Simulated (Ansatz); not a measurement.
Two isomers of C2H4F2OSi: A = `O=C([SiH3])C(F)F`, B = `F[C@@H]1C[Si@@H](F)O1`.

Gas-phase electronic energies from Ansatz, PBE0-D4/def2-TZVP geometries. CBS: MP2 limit from def2 TZ/QZ plus the TZ coupled-cluster correction, frozen cores. DFT in def2-TZVPP. B3LYP here is the variant with VWN-RPA as its local correlation; programs differ in this. Each species was taken in one conformer, which may not be the lowest.

A:

```xyz
10

O    -0.205    1.861   -0.524
C    -0.012    0.740   -0.131
Si   -0.897   -0.773   -0.963
C     0.937    0.507    1.048
F     0.264   -0.165    2.012
F     1.955   -0.279    0.628
H    -2.346   -0.603   -0.695
H    -0.622   -0.666   -2.414
H    -0.409   -2.061   -0.418
H     1.336    1.439    1.458
```

B:

Z-matrix (Å, degrees):
```
C
C 1 1.540
Si 1 2.251 2 54.9
O 1 1.415 2 102.3 3 2.5
F 1 1.367 2 111.3 3 -113.9
H 1 1.093 2 116.5 3 122.8
H 2 1.089 1 113.5 3 -115.4
H 2 1.088 1 112.4 3 119.0
F 3 1.588 1 124.1 2 92.6
H 3 1.476 1 129.1 2 -100.7
```

**Question.** Which isomer does CCSD(T)/CBS put lower? Give the gap. (Estimate.)

**Answer.** Computed: B, by 360.6 kJ/mol.

**Question.** Give E(B) − E(A) in kJ/mol with B3LYP-D4, B3LYP, PBE0-D4, PBE-D4, HF/def2-TZVPP, MP2/def2-TZVPP, CCSD/def2-TZVPP. (An estimate is asked.)

**Answer.** Ansatz gave: B3LYP-D4 -334.2, B3LYP -333.2, PBE0-D4 -351.5, PBE-D4 -329.3, HF/def2-TZVPP -340.2, MP2/def2-TZVPP -373.3, CCSD/def2-TZVPP -354.2. None reverses the order clearly.

Largest T1 diagnostic: 0.014.

From PBE to PBE0 (25 % exact exchange), in def2-TZVPP and without D4, E(B) − E(A) moves by −22.5 kJ/mol. In def2-TZVPP, CCSD(T) changes the Hartree–Fock value by −10.3 kJ/mol (the triples alone add +3.6 kJ/mol) and MP2 by −33.1 kJ/mol.
